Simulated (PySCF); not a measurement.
CH₁₃NSi₄. Atoms are numbered in the order given.

```xyz
19

N      1.1763    -1.9903     0.8909
Si     0.2457    -0.5310     0.6870
C      1.2370     0.6740    -0.3598
Si     3.0733     0.5634     0.0454
Si    -1.8599    -0.7760    -0.3074
Si    -2.7208     1.3632    -0.6737
H      1.3493    -2.6031     0.1004
H      1.0771    -2.5288     1.7449
H      0.0601     0.0258     2.0611
H      0.8724     1.6998    -0.1771
H      1.0907     0.4723    -1.4351
H      3.6700    -0.6755    -0.5300
H      3.8036     1.7327    -0.5350
H      3.2854     0.5754     1.5223
H     -1.7185    -1.4658    -1.6302
H     -2.8085    -1.5742     0.5302
H     -1.8258     2.0948    -1.6209
H     -4.1010     1.3421    -1.2420
H     -2.7470     2.1191     0.6153
```

The structure is a stationary point at ωB97X-D3(BJ)/def2-SVP. The structure was generated by enumeration; whether it is a known compound was not checked. One conformer was computed; it need not be the lowest.

Calculation: ωB97X-D3(BJ)/def2-SVP (PySCF).

Frequencies are harmonic and unscaled.

Computed normal modes with their intensities:
| mode | ν (cm⁻¹) | IR (km/mol) | moving atoms (share of kinetic energy) |
|---|---|---|---|
| 1 | 28 | 0.1 | Si 58 %, H 28 %, N 8 % |
| 2 | 48 | 1.2 | H 37 %, Si 33 %, C 27 % |
| 3 | 59 | 0.8 | Si 58 %, H 23 %, N 13 % |
| 4 | 91 | 0.1 | H 72 %, Si 20 % |
| 5 | 116 | 0.9 | H 44 %, Si 39 %, N 12 % |
| 6 | 120 | 6.3 | H 75 %, N 19 % |
| 7 | 169 | 3.2 | Si 44 %, H 32 %, N 14 %, C 9 % |
| 8 | 193 | 1.7 | Si 40 %, H 35 %, N 23 % |
| 9 | 213 | 2.6 | H 85 %, Si 9 % |
| 10 | 283 | 7.6 | H 41 %, Si 40 %, N 13 % |
| 11 | 348 | 12.5 | H 88 %, Si 11 % |
| 12 | 397 | 155.5 | H 69 %, N 19 %, Si 12 % |
| 13 | 424 | 31.5 | Si 51 %, H 40 % |
| 14 | 468 | 4.2 | Si 65 %, H 32 % |
| 15 | 490 | 2.7 | H 74 %, Si 21 % |
| 16 | 511 | 30.6 | H 78 %, Si 17 % |
| 17 | 519 | 35.8 | H 74 %, Si 24 % |
| 18 | 585 | 17.6 | H 56 %, Si 30 %, C 13 % |
| 19 | 660 | 65.1 | H 87 %, Si 10 % |
| 20 | 680 | 22.7 | H 90 % |
| 21 | 699 | 217.9 | H 82 %, Si 15 % |
| 22 | 732 | 20.7 | H 48 %, C 33 %, Si 11 %, N 9 % |
| 23 | 747 | 20.0 | H 53 %, C 30 %, Si 14 % |
| 24 | 786 | 54.5 | H 64 %, Si 18 %, C 15 % |
| 25 | 834 | 91.6 | H 71 %, C 16 %, Si 9 % |
| 26 | 856 | 32.1 | N 36 %, Si 33 %, H 27 % |
| 27 | 896 | 265.6 | H 90 %, Si 9 % |
| 28 | 912 | 64.5 | H 83 %, N 9 % |
| 29 | 933 | 58.7 | H 93 % |
| 30 | 953 | 200.2 | H 93 % |
| 31 | 956 | 47.3 | H 97 % |
| 32 | 960 | 143.4 | H 96 % |
| 33 | 966 | 111.4 | H 92 % |
| 34 | 981 | 46.5 | H 98 % |
| 35 | 1015 | 4.9 | H 94 % |
| 36 | 1088 | 152.0 | H 58 %, C 39 % |
| 37 | 1390 | 9.3 | H 92 %, C 8 % |
| 38 | 1557 | 52.0 | H 90 %, N 10 % |
| 39 | 2208 | 82.1 | H 97 % |
| 40 | 2222 | 65.6 | H 96 % |
| 41 | 2234 | 136.8 | H 97 % |
| 42 | 2235 | 52.1 | H 98 % |
| 43 | 2238 | 58.7 | H 97 % |
| 44 | 2242 | 184.0 | H 96 % |
| 45 | 2248 | 141.1 | H 96 % |
| 46 | 2257 | 128.6 | H 97 % |
| 47 | 2262 | 109.7 | H 97 % |
| 48 | 3083 | 1.0 | H 94 % |
| 49 | 3145 | 0.2 | H 91 %, C 9 % |
| 50 | 3616 | 43.3 | H 96 % |
| 51 | 3711 | 33.2 | H 91 %, N 9 % |
